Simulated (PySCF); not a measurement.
CH9NOSi2.
Atom-mapped SMILES: `[CH3:1][Si@H:2]([NH2:3])[SiH2:4][OH:5]` (hydrogens: H6, H7, H8 on C1; H9 on Si2; H10, H11 on N3; H12, H13 on Si4; H14 on O5)

Level of theory: PySCF 2.14.0, PBE0-D3(BJ)/def2-SVP geometry optimisation, gas phase.

Q: List the bond lengths, angles and torsions at this level.

A: 
```csv
bond,length (Å),order
C1–Si2,1.878,single
Si2–N3,1.737,single
Si2–Si4,2.343,single
Si4–O5,1.684,single
"C1–H6, C1–H7, C1–H8",1.101,single
Si2–H9,1.507,single
"N3–H10, N3–H11",1.015,single
Si4–H12,1.503,single
Si4–H13,1.501,single
O5–H14,0.962,single
```

Bonds in one row agree within 0.01 Å and their mean is given. Orders are formal, as drawn. A selection of angles:
```csv
angle,degrees
Si2–C1–H6,110.5
H6–C1–H7,108.1
H7–C1–H8,108.8
C1–Si2–N3,111.0
C1–Si2–Si4,113.4
C1–Si2–H9,107.0
N3–Si2–Si4,100.6
N3–Si2–H9,115.3
Si4–Si2–H9,109.6
Si2–N3–H10,121.0
Si2–N3–H11,115.6
H10–N3–H11,110.9
Si2–Si4–O5,102.2
Si2–Si4–H12,112.1
Si2–Si4–H13,114.7
O5–Si4–H12,110.5
O5–Si4–H13,111.3
H12–Si4–H13,106.1
Si4–O5–H14,116.7
```

Dihedral angles: C1–Si2–Si4–O5 152° (antiperiplanar); H14–O5–Si4–Si2 -171° (antiperiplanar).

N3 (silicon-bound nitrogen) is pyramidal (angles 121.0°, 115.6° and 110.9°, sum 347.5°, 0.24 Å off the plane of its three neighbours). Si4 (oxygen-bound silicon) is distorted tetrahedral (angles from 102.2° to 114.7°). Of the pairs four or more bonds apart, O5···H11 is among the closest relative to their van der Waals radii: 2.55 Å, 94 % of the sum of Bondi's values. Si2 (SiH silicon) is distorted tetrahedral (angles from 100.6° to 115.3°).

Point group: C1 (no symmetry element, even within 0.4 Å). PBE0-D3(BJ)/def2-SVP frequencies: not computed here. One conformer, not necessarily the lowest (C1–Si2–N3–H 67° and -154°, C1–Si2–Si4–O5 152°, Si2–Si4–O5–H -171°).
